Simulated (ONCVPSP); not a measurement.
## Potentials for O (Z = 8) compared

Generated with ld1.x 7.5 (TM, RRKJ, ultrasoft, PAW), atompaw 4.2 or ONCVPSP 4.0.1. The cutoff is in Ry: for ld1.x and atompaw files where the sum of valence levels is converged to 10 mRy in a Bessel basis, for ONCV files where the hardest occupied wave has 1 mHa per electron of residual kinetic energy. The error is the largest all-electron minus pseudo excitation energy over each file’s own four to seven test configurations (ionisations up to +4, promotions, holes and added fractions of an electron), all of which were solved. The labels leave out finer settings (local radius, basis sizes, second energies), which also bear on the numbers. Spin-polarised tests are not counted. The rows are a selection from randomly drawn settings: files with unsolved tests, undetermined cutoffs or missed reference levels are left out.

A true bound ghost makes a file unfit for plane-wave use even where its test errors are small: the radial tests pick states by their node count and pass the ghost by.

| potential | cutoff (Ry) | largest error (meV) | bound ghosts |
| --- | --- | --- | --- |
| ONCV, LDA (Perdew-Wang 92), scalar-relativistic, rc 0.60/1.55/1.70 (spd), local smoothed, core correction yes, reference 2s1.5 2p4.5, qcut 10.8/10.7/5.7, projectors 2/2/1 | 528 | +234 | s |
| ONCV, BLYP, scalar-relativistic, rc 0.75/1.75 (sp), local s, core correction yes, reference 2s1 2p5, qcut 8.2/9.6, projectors 0/2 | 109 | +473 | none |
| ONCV, BLYP, scalar-relativistic, rc 0.65/1.55 (sp), local smoothed, core correction no, reference 2s2 2p4, qcut 11.6/9.7, projectors 2/2 | 84 | +2547 | s |
| ONCV, PBEsol, scalar-relativistic, rc 0.90/1.55 (sp), local smoothed, core correction no, reference 2s2 2p3.5, qcut 6.8/11.3, projectors 2/1 | 226 | +103 | none |
| ONCV, PBEsol, scalar-relativistic, rc 0.60/1.50 (sp), local smoothed, core correction no, reference 2s2 2p4, qcut 12/9.2, projectors 2/1 | 816 | +816 | s |
| ONCV, PBE, non-relativistic, rc 0.95/1.25/1.35 (spd), local smoothed, core correction yes, reference 2s1 2p5, qcut 5.9/13.2/6.2, projectors 3/2/2 | 220 | +542 | s |
| ONCV, Wu-Cohen, scalar-relativistic, rc 0.75/2.00 (sp), local smoothed, core correction yes, reference 2s2 2p4, qcut 7.4/7.5, projectors 1/2 | 166 | +2607 | none |
| ONCV, PBE, fully relativistic, rc 0.90/1.95 (sp), local s, core correction yes, reference 2s2 2p4, qcut 9.3/7, projectors 0/2 | 76 | +6422 | none |

Question: Fill in the row for O: ONCV, PBEsol, scalar-relativistic, rc 0.65/1.20 (sp), local smoothed, core correction yes, reference 2s2 2p4, qcut 10.7/13.4, projectors 1/2.

Answer: cutoff 99 Ry, largest error +634 meV, bound ghosts: none.
